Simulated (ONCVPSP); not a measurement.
How hard is this aluminium ONCV potential?

Al, optimised norm-conserving Vanderbilt (ONCV), made with ONCVPSP 4.0.1 (PBE, non-relativistic). Core [Ne], reference 3s1.5 (charge +1.5). Waves: 3s: rc 1.85 bohr, ncon 4, nbas 8, qcut 4.5 1/bohr, 2 projectors, debl 1 Ha; p scattering state at 0.06 Ha: rc 1.80 bohr, ncon 4, nbas 9, qcut 4 1/bohr, 2 projectors, debl 0.6 Ha; d scattering state at 0.03 Ha: rc 1.95 bohr, ncon 5, nbas 8, qcut 5.5 1/bohr, 2 projectors, debl 1.9 Ha. Local part: polynomial inside 1.75 bohr (lpopt 4, dvloc0 6 Ha). Core correction: Teter function fitted to the true core (icmod 2), fcfact 0.6.

In the p channel the program set the typed energies aside and used 0.050, 0.650 Ha.

Task: For each optimised wave give the share of its norm inside rc, the residual kinetic energy above qcut (Ha) and the cutoffs (Ha) for errors of 10, 1, 0.1 and 0.01 mHa per electron.

Result:

| wave | norm inside rc | residual KE | 10 mHa | 1 mHa | 0.1 mHa | 0.01 mHa |
| --- | --- | --- | --- | --- | --- | --- |
| 3s | 0.326 | 6.9e-06 | 4.2 | 6.5 | 8.4 | 9.9 |
| s projector 2 | 0.169 | 2.4e-04 | 4.8 | 6.9 | 35.3 | 66.8 |
| p projector 1 | 0.119 | 5.6e-05 | 2.0 | 3.0 | 7.3 | 14.4 |
| p projector 2 | 0.185 | 1.1e-03 | 3.1 | 10.5 | 92.2 | 109.7 |
| d projector 1 | 0.096 | 1.2e-04 | 5.6 | 10.9 | 15.8 | 47.5 |
| d projector 2 | 0.150 | 4.7e-03 | 13.5 | 19.2 | 56.0 | 70.5 |

The occupied waves need 6.5 Ha and 8.4 Ha for 1 and 0.1 mHa. The cutoffs count occupied waves only; projector 2 of the d channel, the hardest unoccupied one, needs 19 Ha at the loose tolerance.
